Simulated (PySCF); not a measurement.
**ECD: `CS[C@]1(F)CC[S@]1=O`, C₄H₇FOS₂**

Geometry (Å), atoms numbered from 1 in this order:
```xyz
15

C     2.596   -0.322    0.219
S     1.475    1.024    0.688
C     0.041    0.457   -0.243
F     0.294    0.460   -1.579
C    -1.299    1.094    0.095
C    -2.122   -0.188    0.055
S    -0.622   -1.276    0.269
O    -0.530   -2.207   -0.842
H     2.760   -0.292   -0.854
H     2.153   -1.271    0.514
H     3.528   -0.156    0.749
H    -1.261    1.531    1.091
H    -1.600    1.861   -0.619
H    -2.862   -0.312    0.839
H    -2.555   -0.394   -0.920
```

Computed with TDDFT wB97X-D/aug-cc-pVDZ circular dichroism and optical rotation, one conformer, gas phase in PySCF 2.14.0. Geometry: GFN2-xTB.

The molecule is flexible and this is one conformer; a measurement averages over conformers.

Q: Assign R or S to each stereocentre.

A: C3 R, S7 R.

Q: List the lowest 16 singlet excitations with oscillator and rotatory strengths.

A: Rotatory strengths R in 10⁻⁴⁰ esu² cm², velocity form and length form (origin at the centre of mass); f in length form.
```csv
state,E (eV),λ (nm),f,R (velocity),R (length),main
1,5.21,238,0.041,+24.6,+24.5,"HOMO→LUMO+2 0.21, HOMO→LUMO+4 0.20"
2,5.46,227,0.009,-17.4,-18.4,"HOMO−1→LUMO+1 0.19, HOMO−1→LUMO+2 0.14"
3,5.56,223,0.0009,-2.8,-1.3,"HOMO→LUMO+1 0.15, HOMO→LUMO+5 0.14"
4,6.19,200,0.009,+4.0,+2.3,"HOMO→LUMO+9 0.16, HOMO−1→LUMO+2 0.10"
5,6.23,199,0.013,-13.4,-12.2,"HOMO−1→LUMO+4 0.19, HOMO−1→LUMO+3 0.09"
6,6.39,194,0.048,+12.2,+12.3,"HOMO→LUMO 0.50, HOMO→LUMO+2 0.10"
7,6.52,190,0.001,-9.9,-11.4,"HOMO−1→LUMO 0.18, HOMO−1→LUMO+1 0.14"
8,6.63,187,0.026,+3.4,+3.9,"HOMO−1→LUMO 0.33, HOMO→LUMO+1 0.12"
9,6.88,180,0.035,-34.0,-34.4,"HOMO−2→LUMO+4 0.19, HOMO−2→LUMO+2 0.16"
10,6.95,178,0.009,-1.0,-2.1,"HOMO→LUMO+7 0.13, HOMO−1→LUMO+4 0.10"
11,7.06,176,0.015,+19.2,+19.5,"HOMO→LUMO+3 0.37, HOMO→LUMO+4 0.14"
12,7.20,172,0.003,+7.6,+6.5,"HOMO−2→LUMO+1 0.10, HOMO−2→LUMO+4 0.08"
13,7.24,171,0.015,-14.2,-14.0,"HOMO→LUMO+2 0.17, HOMO→LUMO+5 0.12"
14,7.32,169,0.044,-0.8,-0.7,HOMO−1→LUMO+3 0.26
15,7.36,168,0.031,-21.1,-21.1,"HOMO−1→LUMO+4 0.13, HOMO→LUMO+1 0.09"
16,7.40,168,0.144,+62.6,+63.0,"HOMO−1→LUMO+9 0.13, HOMO−2→LUMO+9 0.12"
```

Among the states computed, the strongest CD band (largest |R|) is state 16. The largest dissymmetry factor in size, g = 4R/(D+G), with D and G the electric and magnetic dipole strengths, is -0.091 for state 7 (velocity form, f = 0.001), among bands with |R| over 0.5. The mirror image has the same energies and oscillator strengths and all R with the opposite sign.
